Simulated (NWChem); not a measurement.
Everything below was run with NWChem. System: H$_{2}$B, charge 0, spin multiplicity 2, at a geometry optimised with UPBE/def2-SVP. The structure started from a generated list of species. Its SCF solution wasn't tested for a lower state. Level: UHF/def2-QZVP.

Job file:

```
start mol
memory heap 200 mb stack 900 mb global 1100 mb
geometry units angstroms nocenter noautoz
  B      0.000000     0.000000    -0.148459
  H      1.096540     0.000000     0.371146
  H     -1.096540     0.000000     0.371146
  symmetry group C2v
end
basis spherical
  * library def2-qzvp
end
scf
  uhf
  nopen 1
  maxiter 100
  thresh 1e-7
  semidirect memsize 60000000 filesize 0
  # guess.movecs holds the orbitals of an unrestricted PBE0 run
  vectors input guess.movecs output mol.movecs
end
task scf energy
```

Output (cleaned and shortened):

```
             Northwest Computational Chemistry Package (NWChem) 7.3.0
             --------------------------------------------------------

                                NWChem Input Module
                                -------------------

 Scaling coordinates for geometry "geometry" by  1.889725989
 (inverse scale =  0.529177249)

 Turning off AUTOSYM since
 SYMMETRY directive was detected!

                             Geometry "geometry" -> ""
                             -------------------------

 Output coordinates in angstroms (scale by  1.889725989 to convert to a.u.)

  No.       Tag          Charge          X              Y              Z
 ---- ---------------- ---------- -------------- -------------- --------------
    1 B                    5.0000     0.00000000     0.00000000    -0.14845900
    2 H                    1.0000     1.09654000     0.00000000     0.37114600
    3 H                    1.0000    -1.09654000     0.00000000     0.37114600

 Effective nuclear repulsion energy (a.u.)       4.6023317199

            Nuclear Dipole moment (a.u.)
            ----------------------------
        X                 Y               Z
 ---------------- ---------------- ----------------
     0.0000000000     0.0000000000    -0.0000056692

      Symmetry information
      --------------------

 Group name             C2v
 Group number             16
 Group order               4
 No. of unique centers     2

      Symmetry unique atoms

     1    2


 Summary of "ao basis" -> "" (spherical)
 ------------------------------------------------------------------------------
       Tag                 Description            Shells   Functions and Types
 ---------------- ------------------------------  ------  ---------------------
 *                         def2-qzvp                  on all atoms

 Summary of "ao basis" -> "ao basis" (spherical)
 ------------------------------------------------------------------------------
       Tag                 Description            Shells   Functions and Types
 ---------------- ------------------------------  ------  ---------------------
 B                         def2-qzvp                17       57   7s4p3d2f1g
 H                         def2-qzvp                10       30   4s3p2d1f

                                 NWChem SCF Module
                                 -----------------

  ao basis        = "ao basis"
  functions       =   117
  atoms           =     3
  alpha electrons =     4
  beta  electrons =     3
  charge          =   0.00
  wavefunction    = UHF
  use symmetry    = T
  symmetry adapt  = T

 Summary of "ao basis" -> "ao basis" (spherical)
 ------------------------------------------------------------------------------
       Tag                 Description            Shells   Functions and Types
 ---------------- ------------------------------  ------  ---------------------
 B                         def2-qzvp                17       57   7s4p3d2f1g
 H                         def2-qzvp                10       30   4s3p2d1f

      Symmetry analysis of basis
      --------------------------

        a1         44
        a2         17
        b1         33
        b2         23

 Forming initial guess at       0.1s

   Symmetry analysis of molecular orbitals - initial alpha
   -------------------------------------------------------

  Numbering of irreducible representations:

     1 a1          2 a2          3 b1          4 b2

  Orbital symmetries:

     1 a1          2 a1          3 b1          4 a1          5 b2
[...]
    91      1.555767  3 H  s                 14     -0.888422  1 B  px
    60      0.706954  2 H  s                 90     -0.706954  3 H  s
    11     -0.321086  1 B  px

 Vector    7  Occ=0.000000D+00  E= 1.338876D-01  Symmetry=a1
              MO Center= -1.3D-15, -1.1D-16, -5.1D-01, r^2= 9.8D+00
   Bfn.  Coefficient  Atom+Function         Bfn.  Coefficient  Atom+Function
  ----- ------------  ---------------      ----- ------------  ---------------
     7      2.067725  1 B  s                 19      1.839873  1 B  pz
    61     -1.370285  2 H  s                 91     -1.370285  3 H  s
    16     -0.876377  1 B  pz                 6     -0.786427  1 B  s
    60      0.523755  2 H  s                 90      0.523755  3 H  s
     5      0.195485  1 B  s

                     UHF Final Beta Molecular Orbital Analysis
                     -----------------------------------------

 Vector    2  Occ=1.000000D+00  E=-6.420415D-01  Symmetry=a1
              MO Center= -2.3D-14,  9.9D-16,  2.3D-01, r^2= 1.3D+00
   Bfn.  Coefficient  Atom+Function         Bfn.  Coefficient  Atom+Function
  ----- ------------  ---------------      ----- ------------  ---------------
     6      0.338105  1 B  s                  5      0.208197  1 B  s

 Vector    3  Occ=1.000000D+00  E=-5.077874D-01  Symmetry=b1
              MO Center=  1.7D-14,  1.9D-15,  1.7D-01, r^2= 1.6D+00
   Bfn.  Coefficient  Atom+Function         Bfn.  Coefficient  Atom+Function
  ----- ------------  ---------------      ----- ------------  ---------------
    11      0.217122  1 B  px                 8      0.206745  1 B  px
    60      0.190694  2 H  s                 90     -0.190694  3 H  s
    59      0.155052  2 H  s                 89     -0.155052  3 H  s

 Vector    4  Occ=0.000000D+00  E= 5.339230D-02  Symmetry=b2
              MO Center= -2.3D-15,  7.3D-14, -9.0D-02, r^2= 5.5D+00
   Bfn.  Coefficient  Atom+Function         Bfn.  Coefficient  Atom+Function
  ----- ------------  ---------------      ----- ------------  ---------------
    18      0.866154  1 B  py                12      0.221717  1 B  py

 Vector    5  Occ=0.000000D+00  E= 6.795298D-02  Symmetry=a1
              MO Center=  9.6D-17, -2.9D-14, -6.5D-01, r^2= 5.7D+00
   Bfn.  Coefficient  Atom+Function         Bfn.  Coefficient  Atom+Function
  ----- ------------  ---------------      ----- ------------  ---------------
    19      0.990591  1 B  pz                 6     -0.465178  1 B  s
    60      0.369218  2 H  s                 90      0.369218  3 H  s
    16     -0.264618  1 B  pz                61     -0.192972  2 H  s
    91     -0.192972  3 H  s

 Vector    6  Occ=0.000000D+00  E= 1.205165D-01  Symmetry=b1
              MO Center=  7.1D-16, -1.0D-29, -8.5D-01, r^2= 1.1D+01
   Bfn.  Coefficient  Atom+Function         Bfn.  Coefficient  Atom+Function
  ----- ------------  ---------------      ----- ------------  ---------------
    17      2.493773  1 B  px                61     -1.504551  2 H  s
    91      1.504551  3 H  s                 14     -0.953837  1 B  px
    60      0.731084  2 H  s                 90     -0.731084  3 H  s
    11     -0.330202  1 B  px

 center of mass
 --------------
 x =   0.00000000 y =   0.00000000 z =  -0.12859327

 moments of inertia (a.u.)
 ------------------
           1.642642820861           0.000000000000           0.000000000000
           0.000000000000          10.297536790683           0.000000000000
           0.000000000000           0.000000000000           8.654893969822

  Mulliken analysis of the total density
  --------------------------------------

    Atom       Charge   Shell Charges
 -----------   ------   -------------------------------------------------------
    1 B    5     5.00   1.01  0.00  0.70  0.25  0.34  0.71  0.18  0.45  0.73  0.51  0.07  0.00  0.03  0.02  0.00  0.00  0.00
    2 H    1     1.00   0.12  0.34  0.43  0.09  0.00  0.01  0.01  0.00  0.00  0.00
    3 H    1     1.00   0.12  0.34  0.43  0.09  0.00  0.01  0.01  0.00  0.00  0.00

  Mulliken analysis of the alpha density
  --------------------------------------

    Atom       Charge   Shell Charges
 -----------   ------   -------------------------------------------------------
    1 B    5     3.00   0.51  0.00  0.35  0.12  0.19  0.42  0.12  0.31  0.51  0.38  0.06  0.00  0.01  0.01  0.00  0.00  0.00
    2 H    1     0.50   0.06  0.17  0.21  0.04  0.00  0.00  0.01  0.00  0.00  0.00
    3 H    1     0.50   0.06  0.17  0.21  0.04  0.00  0.00  0.01  0.00  0.00  0.00

   Mulliken analysis of the beta density
   -------------------------------------

    Atom       Charge   Shell Charges
 -----------   ------   -------------------------------------------------------
    1 B    5     2.00   0.51  0.00  0.35  0.13  0.14  0.29  0.06  0.14  0.22  0.12  0.01  0.00  0.02  0.01  0.00  0.00  0.00
    2 H    1     0.50   0.06  0.17  0.22  0.05  0.00  0.00  0.00  0.00  0.00  0.00
    3 H    1     0.50   0.06  0.17  0.22  0.05  0.00  0.00  0.00  0.00  0.00  0.00

   Mulliken analysis of the spin density
   -------------------------------------

    Atom       Charge   Shell Charges
 -----------   ------   -------------------------------------------------------
    1 B    5     1.00   0.00  0.00 -0.00 -0.01  0.05  0.13  0.06  0.17  0.29  0.26  0.05 -0.00 -0.00 -0.00 -0.00 -0.00  0.00
    2 H    1    -0.00   0.00  0.00 -0.00 -0.01  0.00  0.00  0.00  0.00  0.00  0.00
    3 H    1    -0.00   0.00  0.00 -0.00 -0.01  0.00  0.00  0.00  0.00  0.00  0.00

       Multipole analysis of the density wrt the origin
       ------------------------------------------------

     L   x y z        total         alpha         beta         nuclear
     -   - - -        -----         -----         ----         -------
     0   0 0 0     -0.000000     -4.000000     -3.000000      7.000000

     1   1 0 0     -0.000000     -0.000000      0.000000      0.000000
     1   0 1 0     -0.000000      0.000000     -0.000000      0.000000
     1   0 0 1      0.170651      0.659899     -0.489242     -0.000006

     2   2 0 0     -6.317221     -7.979679     -6.925237      8.587695
     2   1 1 0     -0.000000     -0.000000     -0.000000      0.000000
     2   1 0 1      0.000000      0.000000      0.000000      0.000000
     2   0 2 0     -4.951210     -3.078684     -1.872526      0.000000
     2   0 1 1     -0.000000     -0.000000     -0.000000      0.000000
     2   0 0 2     -7.114857     -6.253620     -2.238593      1.377356

 Task  times  cpu:        2.1s     wall:        2.1s

 Total times  cpu:        2.1s     wall:        2.1s
```
